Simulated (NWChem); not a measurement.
A series in which one site is exchanged, each optimised at PBE0/def2-SVP with NWChem, gas phase unless a solvent is named. All stand in one matching conformer (torsions within 35°), which need not be the lowest. This build's default masses of Se (78.918 u) and Br (79.917 u) are each other's, which moves their modes by up to 0.6 %. Some are not confirmed as minima by frequencies. def2 effective core potentials on Cd, Te; no spin-orbit coupling.

A: [SiH3][Te][SeH] (SiH$_{4}$TeSe; site = Te)
B: [Cd]([SiH3])[SeH] (CdSiH4Se; site = Cd)
C: [SiH3][Se][SeH] (SiH4Se2; site = Se)
D: [SiH3][Zn][SeH] (ZnSiH4Se; site = Zn)

| quantity | A | B | C | D |
|---|---|---|---|---|
| dipole (D), PBE0/def2-SVP | 1.01 | 1.38 | … | 1.14 |
| vertical ionisation energy, ΔSCF, CAM-B3LYP/def2-SVP (eV) | 8.99 | 9.25 | … | 9.45 |
| lowest singlet excitation, CAM-B3LYP/def2-SVPD, TDA (eV) | 3.13 | 4.58 | … | 4.70 |

### Question
What belongs in the gaps?

### Answer

- dipole (D), PBE0/def2-SVP, C: 1.12
- vertical ionisation energy, ΔSCF, CAM-B3LYP/def2-SVP (eV), C: 9.16
- lowest singlet excitation, CAM-B3LYP/def2-SVPD, TDA (eV), C: 3.69
